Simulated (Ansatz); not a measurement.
B₃As₃. The state is a singlet with charge 0. Geometry relaxed at r2SCAN-D4/def2-SVP.

```tsv
atom	x (Å)	y (Å)	z (Å)
B1	-0.784	0.341	0.043
B2	0.481	-0.020	1.201
B3	-0.086	-1.225	0.409
As4	0.288	1.906	0.590
As5	-1.095	-1.032	-1.341
As6	1.197	0.030	-0.903
```

The structure comes from a short search, and lower isomers may exist.

**Question.** Estimate the harmonic wavenumbers at RKS r2SCAN-D4/def2-SVP (Ansatz, unscaled). Is this a minimum?

**Answer.** 189, 192, 205, 314, 335, 461, 504, 557, 593, 809, 938, 1236 cm⁻¹. Yes, no mode is imaginary beyond noise. Zero-point energy 37.9 kJ/mol. Run time 84 s (4 threads of Arm Neoverse V2 on a shared host).
